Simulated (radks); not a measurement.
Results of a calculation; reference values are marked as such.
Problem. Mn V, 21 electrons, occupied as [Ar] 3d3 (the NIST ground configuration). Level of theory: Dirac Kohn-Sham, PBE, spin-unpolarised, spherical densities, point nucleus; open shells are shared between the two j in proportion to 2j + 1 (a radial shooting solver on a logarithmic mesh with Libxc functionals). Some entries of the table are withheld. Estimate them.

| orbital | occ. | eigenvalue (eV) | <r^2> (bohr^2) |
|---|---|---|---|
| 1s1/2 | 2 | -6487.322 | (1) |
| 2s1/2 | 2 | (2) | 0.09213 |
| 2p1/2 | 2 | -697.0493 | 0.07397 |
| 2p3/2 | 4 | -686.6250 | 0.07562 |
| 3s1/2 | 2 | -142.4852 | 0.7975 |
| 3p1/2 | 2 | -111.5419 | (3) |
| 3p3/2 | 4 | -110.1802 | (4) |
| 3d3/2 | 1.2 | (5) | (6) |
| 3d5/2 | 1.8 | (7) | (8) |

Solution. 
(1) 1s1/2 <r^2> (bohr^2): 0.004988
(2) 2s1/2 eigenvalue (eV): -803.9123
(3) 3p1/2 <r^2> (bohr^2): 0.8760
(4) 3p3/2 <r^2> (bohr^2): 0.8914
(5) 3d3/2 eigenvalue (eV): -60.8183
(6) 3d3/2 <r^2> (bohr^2): 1.149
(7) 3d5/2 eigenvalue (eV): -60.6584
(8) 3d5/2 <r^2> (bohr^2): 1.155
